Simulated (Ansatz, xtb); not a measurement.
BClH4OSn: which of two structures lies lower

We compare I, a singlet given by its coordinates, with II, a singlet given by its coordinates. Both are isolated molecules in the gas phase, relaxed with r2SCAN-D4/def2-SVP.

I (Å):

```xyz
8

B    -0.4259   -1.1442   -2.2883
Cl   -1.9326   -2.4126    1.5159
O    -1.0743   -1.2945   -1.1012
Sn   -2.6915   -0.3140    0.4513
H    -0.9195   -2.1073   -0.5724
H     0.3259   -2.0108   -2.6595
H    -0.6490   -0.1310   -2.8993
H    -3.9202   -1.1589   -0.5352
```

Close contacts (Å): B1–O3 1.36, Cl2–Sn4 2.47, O3–Sn4 2.45, B1–H6 1.21, B1–H7 1.20, O3–H5 0.98, Sn4–H8 1.79.

II (Å):

```xyz
8

B    -0.6024   -2.1222   -1.9902
Cl   -2.2537   -2.7248   -1.4523
O    -0.0140   -1.1297   -1.3612
Sn   -3.1504   -0.8379    0.4367
H    -0.1390   -2.7055   -2.9286
H    -0.5205   -0.7656   -0.5777
H    -1.3671   -0.5724    0.6573
H    -3.1028    0.3022   -0.9320
```

Close contacts (Å): B1–Cl2 1.84, B1–O3 1.31, Cl2–Sn4 2.82, B1–H5 1.20, O3–H6 1.00, Sn4–H7 1.82, Sn4–H8 1.78.

Energies in hartree; the thermal terms are from r2SCAN-D4/def2-SVP harmonic frequencies (ideal gas, rigid rotor, one conformer each, 400 K, 1 atm) and include the zero-point energy:

```
                              I           II
E, CCSD(T)/def2-SVP  −775.150494  −775.137526
    E, MP2/def2-SVP  −775.089450  −775.075773
  E, MP2/def2-TZVPP  −775.722706  −775.705775
  zero-point energy     0.043677     0.041337
       H(400 K) − E     0.055726     0.052727
       G(400 K) − E    −0.004224    −0.005060
```

Task: Correct the CCSD(T) difference for the basis set by the MP2 change, then work out ΔE, ΔE₀, ΔH and ΔG for I → II in kcal/mol (1 Eh = 627.51 kcal/mol) and the equilibrium ratio [II]/[I].

Result: 1. Differences II − I: CCSD(T) +0.012968, MP2 in the small set +0.013677, MP2 in the large set +0.016931 Eh.
2. ΔE = +0.012968 + (+0.016931 − (+0.013677)) = +0.016222 Eh = +10.18 kcal/mol.
3. ΔE₀ = ΔE + ΔZPE = +0.016222 + (−0.002340) Eh = +8.71 kcal/mol.
4. ΔH = ΔE + (−0.002999) Eh = +8.30 kcal/mol.
5. ΔG = ΔE + (−0.000836) Eh = +9.65 kcal/mol, so ΔS = (ΔH − ΔG)/T = −14.2 J/(mol K).
6. kT = 1.2667 mEh, so K = [II]/[I] = exp(−ΔG/kT) = exp(−12.15) ≈ 5.3 × 10^−6.

Structure I is favoured at this temperature. An error of 1 kcal/mol in ΔG would change K by a factor of 3.5. Mirror images and further conformers aren't counted.

Other levels gave ΔE = +7.3 (r2SCAN-D4/def2-SVP); +16.9 (HF/def2-SVP); +8.6 (MP2/def2-SVP); +8.1 (CCSD(T)/def2-SVP) kcal/mol. The correlated steps freeze 11 core orbitals; the filled d shell of Sn is correlated, in a basis made for valence electrons. Atoms past krypton carry core potentials in the def2 sets, without spin–orbit terms. Programs: Ansatz 0.2.0.
